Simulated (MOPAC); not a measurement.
MOPAC input (PM6):

```
PM6 1SCF CHARGE=-1 GEO-OK AUX(PRECISION=9) THREADS=1
HBN

B    -0.00000000 1   -0.00000000 1   -0.58802649 1
N     0.00000000 1    0.00000000 1    0.67320422 1
H    -0.00000000 1   -0.00000000 1   -1.77229711 1
```

Task: What heat of formation does the run end on, and which ionisation energy by Koopmans theorem?

Result: 11.15 kcal/mol; 4.35 eV.
